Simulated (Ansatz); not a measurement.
System: GaO, charge 0, multiplicity 2. SMILES: [O]=[Ga]
Geometry: optimised at B3LYP-D3(BJ)/def2-TZVP (Ansatz, an electronic-structure program).

Quantity: vertical electron affinity (to the singlet state of charge -1; a negative value means that the extra electron is unbound and the number depends on the basis; each state is the SCF solution reached for its spin; for the singlet T1 is 0.032; for the doublet the Hartree-Fock reference is unstable and T1 is 0.080), in eV. Valence correlation only, unless marked. UHF or UKS for open shells. Spin-orbit coupling is left out. The frozen core is the preceding noble-gas configuration, with the filled d and f shells of earlier blocks. No relativistic terms. Anions need diffuse functions: aug- sets have them; def2-D sets add few. 

```
level                program  vertical electron affinity (eV)
-------------------  -------  -------------------------------
PBE/def2-TZVPD        Ansatz                             2.48
r2SCAN/def2-TZVPD     Ansatz                             2.46
PBE0/def2-TZVPD       Ansatz                             2.42
BHLYP/def2-TZVPD      Ansatz                             2.28
wB97M-V/def2-TZVPD    Ansatz                             2.54
wB97X-V/def2-TZVPD    Ansatz                             2.53
wB97X/def2-TZVPD      Ansatz                             2.63
CCSD/aug-cc-pVDZ      Ansatz                             2.38
CCSD/aug-cc-pVTZ      Ansatz                             2.41
CCSD/aug-cc-pVQZ      Ansatz                             2.45
CCSD/def2-QZVPPD      Ansatz                             2.43
CCSD(T)/def2-SVPD     Ansatz                             2.56
CCSD(T)/aug-cc-pVQZ   Ansatz                             2.61
CCSD(T)/def2-QZVPPD   Ansatz                             2.60
```
